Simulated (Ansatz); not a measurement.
Isolated molecules relaxed with PBE0-D4/def2-TZVP in Ansatz; ΔE leaves out vibrations. CBS: MP2 limit from def2 TZ/QZ plus the TZ coupled-cluster correction, frozen cores. This one scheme is used for every species, atoms too. For atomizations the MP2-based limit and the directly extrapolated one differ by several kJ/mol either way, and by 10 to 25 for some Ge, Se and Sn compounds, so smaller differences from it don't rank the levels. DFT in def2-TZVPP. No spin–orbit coupling; open shells (•) take unrestricted orbitals. Spin–orbit coupling would lower the free atoms: a little for Cl, F, Si.

`F[Si@H]1[SiH2][Si@@H]1Cl` → Cl• + F• + 4 H• + 3 Si•  (atomization)

`F[Si@H]1[SiH2][Si@@H]1Cl`:

Cartesian coordinates in Å:
```
F 2.024 0.802 -1.728
Si 1.148 0.593 -0.407
Si -1.151 0.751 -0.058
Si 0.031 -1.260 0.323
Cl 0.380 -2.304 2.056
H 1.775 1.313 0.731
H -1.599 1.753 0.942
H -2.170 0.538 -1.118
H -0.437 -2.184 -0.741
```

(1) What is ΔE at CCSD(T)/CBS? (Estimate.)

(2) What do these levels give: BLYP-D4, r2SCANh-D4, ωB97M-V, revPBE, BLYP, PBE0, BHLYP, LC-ωPBE, HF/def2-SVP, HF/def2-TZVPP, SCS-MP2/def2-TZVPP, CCSD/CBS(def2)? (Best estimate.)

Largest T1 diagnostic among the species: 0.014.

Answers

(1) Computed: +2787.4 kJ/mol.

(2) Ansatz gave: BLYP-D4 2736.8, r2SCANh-D4 2786.2, ωB97M-V 2780.0, revPBE 2674.8, BLYP 2680.9, PBE0 2744.2, BHLYP 2662.0, LC-ωPBE 2747.1, HF/def2-SVP 1967.2, HF/def2-TZVPP 2031.8, SCS-MP2/def2-TZVPP 2713.0, CCSD/CBS(def2) 2740.6 kJ/mol.

From BLYP to BHLYP (50 % exact exchange), in def2-TZVPP and without D4, ΔE moves by −19.0 kJ/mol: exact exchange takes away binding that semilocal exchange gives to molecules. The D4 term adds +43.3 kJ/mol with B3LYP and +22.8 kJ/mol with PBE0; it sums over pairs of atoms, weighted by their polarisabilities, and B3LYP, whose exchange is more repulsive, gets the larger term. Leaving LDA and LC-ωPBE aside and taking each functional with its dispersion term where it has one, the values, not all of them listed here, spread over 131.8 kJ/mol, from BHLYP-D4 to B97M-V. LDA lies +381.1 kJ/mol from PBE without D4, its usual overbinding.

B3LYP here is the variant with VWN-RPA as its local correlation; programs differ in this.
